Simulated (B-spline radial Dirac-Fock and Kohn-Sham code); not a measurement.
## Satellites and hypersatellites of the K lines of Mo⁴⁺

System: the Mo⁴⁺ ion, 1s2 2s2 2p6 3s2 3p6 3d10 4s2 4p6 4d2.

Level of theory: Dirac-Fock ΔSCF + Breit + QED; an atomic code on a B-spline grid. Each two-hole energy is an average over J within one jj subconfiguration, not an observable level; in light atoms, where LS coupling holds, the j-resolved values are not observed lines, and for a K spectator the Kα1 hypersatellite is nearly forbidden. Correlation energy is missing from these numbers.

Lines without a spectator: Kα2 (K-L2) 17372.3 eV, Kα1 (K-L3) 17477.3 eV, Kβ3 (K-M2) 19585.8 eV, Kβ1 (K-M3) 19603.6 eV. Shifts in eV with one spectator hole (a dash: not computed, or left out as unreliable):

```
spectator hole     Kα2     Kα1     Kβ3     Kβ1
        K (1s)  +467.1  +477.3  +592.6  +594.6
    L2 (2p1/2)   +48.9   +60.9       –  +132.3
    L3 (2p3/2)   +50.7   +50.0  +121.3       –
    M2 (3p1/2)       –   +5.98  +14.33  +17.64
    M3 (3p3/2)   +4.74       –  +15.60  +15.02
    M4 (3d3/2)   +0.31   -1.71       –       –
    M5 (3d5/2)   -1.99   -0.60       –       –
```

With n spectator holes in 2p, averaged over the 2p shell (energies in eV):

```
n     KαLⁿ   step  hypersatellite KαʰLⁿ
0  17442.3      –               17916.1
1  17495.3  +53.0               17970.5
2  17549.5  +54.2               18026.1
3  17605.0  +55.5               18082.9
4  17661.7  +56.7               18141.0
5  17719.6  +57.9               18200.3
```
